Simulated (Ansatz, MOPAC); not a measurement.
Species: TaO₂F, charge 0, multiplicity 1. SMILES: [O]=[Ta](=[O])[F]

Atoms: Ta1, O2, O3, F4. Bonds: Ta1-O2, Ta1-O3, Ta1-F4.

Bond lengths (Å) and angles (degrees) optimised at PM7 with MOPAC; PBE/6-31G* with LANL2DZ past Ar with Ansatz (an electronic-structure program); B3LYP/6-31G* with LANL2DZ past Ar with Ansatz; MP2/6-31G* with LANL2DZ past Ar with Ansatz, each started from the B3LYP-D3(BJ)/def2-TZVP structure (Ansatz) of the last column. A row stands for all coordinates that are equal there. 6-31G* holds six Cartesian d functions. No wavenumbers were computed at PBE/6-31G* with LANL2DZ past Ar, MP2/6-31G* with LANL2DZ past Ar, so these may be saddle points.

```csv
coordinate,PM7,PBE/6-31G* with LANL2DZ past Ar,B3LYP/6-31G* with LANL2DZ past Ar,MP2/6-31G* with LANL2DZ past Ar,B3LYP-D3(BJ)/def2-TZVP
Ta1-O2,1.699,1.742,1.734,1.768,1.740
Ta1-F4,1.849,1.875,1.873,1.898,1.903
O2-Ta1-O3,100.1,105.5,106.8,105.4,106.9
O2-Ta1-F4,96.4,107.0,109.1,109.5,109.7
```

Mean signed difference of all 3 bond lengths from B3LYP-D3(BJ)/def2-TZVP: PM7 -0.046 Å, PBE/6-31G* with LANL2DZ past Ar -0.008 Å, B3LYP/6-31G* with LANL2DZ past Ar -0.014 Å, MP2/6-31G* with LANL2DZ past Ar 0.017 Å.
